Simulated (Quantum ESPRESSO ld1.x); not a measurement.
Results of a calculation; reference values are marked as such.
Task: These are the eigenvalues of the occupied orbitals of an atom or ion with whole-number occupations (hartree). Code: ld1.x of Quantum ESPRESSO 7.5. Model: Dirac Kohn-Sham, relativistic LDA (MacDonald-Vosko exchange, VWN5 correlation), spin-unpolarised, spherical densities, point nucleus.

1s1/2: -1014.15
2s1/2: -152.581
2p1/2: -142.543
2p3/2: -134.863
3s1/2: -29.4895
3p1/2: -25.4046
3p3/2: -24.0166
3d3/2: -16.7304
3d5/2: -16.4446
4s1/2: -5.04199
4p1/2: -3.70061
4p3/2: -3.45477
4d3/2: -1.37116
4d5/2: -1.33886
5s1/2: -0.88481

Which element is it, and in what charge state? The configuration may be excited. Open shells, if any, fill j = l - 1/2 first.

Result: Z = 49, indium, charge +2: In2+ in [Kr] 4d10 5s1. The list shows which subshells hold electrons but not how many an open one holds; the 1s level, -1014.2 hartree, gives Z - s = 45.0 by -(Z - s)^2/2, which with screening and relativity narrows Z to a few neighbours, and the depths of the outer levels then fix element, charge and occupations together.
